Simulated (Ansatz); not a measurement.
SbH2(iPr) (C3H9Sb): single points at one geometry.

```yaml
crystal:
  periodic: [false, false, false]
  atoms:
    - {symbol: Sb, position_ang: [0.954572, 1.675057, 0.868878]}
    - {symbol: H, position_ang: [2.383506, 1.636199, -0.088842]}
    - {symbol: H, position_ang: [0.272602, 2.875103, -0.158418]}
    - {symbol: C, position_ang: [0.013719, 0.009025, -0.258134]}
    - {symbol: C, position_ang: [-1.484264, -0.023967, 0.023038]}
    - {symbol: C, position_ang: [0.699901, -1.305902, 0.094260]}
    - {symbol: H, position_ang: [0.187080, 0.245287, -1.321212]}
    - {symbol: H, position_ang: [-1.984729, 0.914535, -0.264858]}
    - {symbol: H, position_ang: [-1.693414, -0.202668, 1.091936]}
    - {symbol: H, position_ang: [-1.967277, -0.842199, -0.541583]}
    - {symbol: H, position_ang: [0.248265, -2.142625, -0.469226]}
    - {symbol: H, position_ang: [1.775984, -1.292760, -0.142397]}
    - {symbol: H, position_ang: [0.594054, -1.545096, 1.166548]}
basis:
  gaussian: {orbitals: def2-TZVP, initial_orbitals: start.molden}
hamiltonian: {xc: {name: wB97M-V}}
scf: {omitted_lower_state_checks: [starts]}
output: {orbitals: {seedname: orbitals}}
```

The file start.molden holds the orbitals of an earlier run on this structure, at another level or in another basis.

```sh
$ ansatz run in.yaml --threads 4 --pin off --events-out ev --progress --plain --max-ram 3916MiB
```

Output, abridged:

```
Functional definition: wB97M-V
1357 factors; their error is unknown
387 factors; integrals over basis functions are off by at most 8.4e-6 eV
mean field evaluation 1: about -9792.8789 eV, gradient 9.4e0 eV
mean field evaluation 2: about -9792.9660 eV, gradient 1.1e-1 eV
mean field evaluation 4: about -9793.0426 eV, gradient 4.0e-4 eV
mean field -9793.04263538 eV, -359.8876788876 hartree, gradient 2.1e-5 eV, S^2 0.000000; 0 other end points of the search recorded, 0 dependent functions left out
reference -9793.04269208 eV, -359.8876809712 hartree; 25, 25 occupied and 172, 172 virtual orbitals, 1357 factors
Total energy: -9793.04269208 eV, -359.8876809712 hartree
Checks for a lower state left out: starts
```

Hardware: 4 threads of Intel Xeon on a shared host. Wall time 14 s, peak host memory 0.6 GiB.

First input, but with `hamiltonian: {xc: {name: wB97X-V}}` (abridged; 16 s):

```
Functional definition: wB97X-V
mean field -9795.00463841 eV, -359.9597811689 hartree, gradient 1.9e-5 eV, S^2 0.000000
Total energy: -9795.00463606 eV, -359.9597810827 hartree
Checks for a lower state left out: starts
```

As the first input, with `hamiltonian: {xc: {name: B97M-V}}` (abridged; 15 s):

```
Functional definition: B97M-V
mean field -9796.47313500 eV, -360.0137474233 hartree, gradient 1.7e-5 eV, S^2 0.000000
Total energy: -9796.47320492 eV, -360.0137499927 hartree
Checks for a lower state left out: starts
```

As the first input, with `hamiltonian: {xc: pbe}`, `correlation: {method: rpa}` and without the key `output` (abridged; 11 s):

```
Functional definition: PBE
mean field -9791.44770366 eV, -359.8290662278 hartree, gradient 8.3e-6 eV, S^2 0.000000
7 core orbitals not correlated: weight in the atoms' cores, before any rotation towards them, 1.000 or more for the frozen orbitals, at most 0.000 for the correlated occupied ones
Total energy: -9781.37870966 eV, -359.4590375232 hartree
Checks for a lower state left out: starts
```

The first input with `hamiltonian: {xc: lda}` (abridged; 4 s):

```
Functional definition: SPW92
mean field -9754.91068742 eV, -358.4863556469 hartree, gradient 2.5e-5 eV, S^2 0.000000
Total energy: -9754.91073364 eV, -358.4863573453 hartree
Checks for a lower state left out: starts
```

The first input with `gaussian: {orbitals: def2-SVP, initial_orbitals: start.molden}`, `hamiltonian: {xc: pbe, dispersion: d4}` (abridged; 2.5 s):

```
Functional definition: PBE
mean field -9787.61605703 eV, -359.6882558113 hartree, gradient 7.3e-6 eV, S^2 0.000000
Total energy: -9787.90219900 eV, -359.6987713347 hartree
Checks for a lower state left out: starts
```

The first input with `hamiltonian: {xc: {name: BHLYP}, dispersion: d4}` (abridged; 6.5 s):

```
Functional definition: BHLYP
mean field -9792.32830947 eV, -359.8614278947 hartree, gradient 8.6e-6 eV, S^2 0.000000
Total energy: -9792.68173009 eV, -359.8744158628 hartree
Checks for a lower state left out: starts
```

Geometry: r2SCAN-D4/def2-SVP.

In the def2 sets Sb takes a core potential; there is no spin–orbit coupling. Correlated methods freeze 7 core orbitals; core or outer-core shells of Sb are correlated, in sets that lack core-valence functions.
